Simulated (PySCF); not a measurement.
Ba²⁺ (barium, charge +2) across methods

[Xe], closed-shell 1S. All numbers are calculated (PySCF 2.14, a scalar-relativistic core potential, in def2-TZVPPD with the def2 core potential (46 electrons) (6s4p3d1f, 40 functions)).

```tsv
method	E (hartree)	mean ε 5s (eV)	mean ε 5p (eV)	Σ⟨r²⟩ (bohr²)	⟨S²⟩
r2SCAN	-24.9089	-48.127	-32.064	31.36	0.000
wB97X-V	-24.8881	-52.706	-35.624	31.41	0.000
BP86	-24.9495	-47.242	-31.647	31.32	0.000
PBE	-24.9055	-47.146	-31.553	31.36	0.000
UHF	-24.59482	-56.198	-36.567	31.64	0.000
wB97X	-24.9111	-52.764	-35.597	31.33	0.000
LDA	-24.8040	-46.921	-31.390	31.51	0.000
PBE0	-24.8923	-49.696	-33.079	31.41	0.000
```

Q: Estimate the same row for MN15.

A: E (hartree) = -24.8731; mean ε 5s (eV) = -50.450; mean ε 5p (eV) = -33.591; Σ⟨r²⟩ (bohr²) = 31.36; ⟨S²⟩ = 0.000.

Energies and moments cover only the electrons outside the core potential. Spin-orbit coupling, which splits the p, d and f shells strongly at this Z, is absent.
